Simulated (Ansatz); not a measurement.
`N[SiH2]S[Si](N)(F)F` at its PBE0-D4/def2-TZVP geometry, where that method's forces vanish. The species carries charge 0 and has multiplicity 1.

```xyz
13

N     0.6774   -2.0499   -0.3609
Si   -0.0082   -1.3519    1.0353
S    -1.7423   -0.0687    0.7736
Si   -0.7145    1.6355    0.1332
N     0.3917    1.2805   -1.1035
F    -1.8252    2.6996   -0.2614
F     0.1420    2.3348    1.2701
H     1.1930   -1.4586   -0.9933
H     0.2084   -2.7981   -0.8451
H     1.0312   -0.5513    1.7177
H    -0.5461   -2.4436    1.8783
H     0.0579    0.8373   -1.9447
H     1.1347    1.9344   -1.2993
```

Task: What forces (eV/Å) does B3LYP-D4/def2-TZVPP give on these atoms in Ansatz? (Estimate.)

Result: The calculation gave: 
```
N1   0.020 -0.001 -0.073
Si2  0.087 -0.139  0.279
S3  -0.149 -0.031  0.023
Si4 -0.029 -0.028 -0.064
N5   0.050  0.004 -0.082
F6  -0.152  0.158 -0.065
F7   0.124  0.096  0.164
H8   0.004 -0.034 -0.024
H9   0.023 -0.002 -0.021
H10 -0.073 -0.071 -0.048
H11  0.053  0.064 -0.053
H12  0.034  0.001 -0.010
H13  0.008 -0.017 -0.027
```

B3LYP here is the variant with VWN-RPA as its local correlation; programs differ in this.
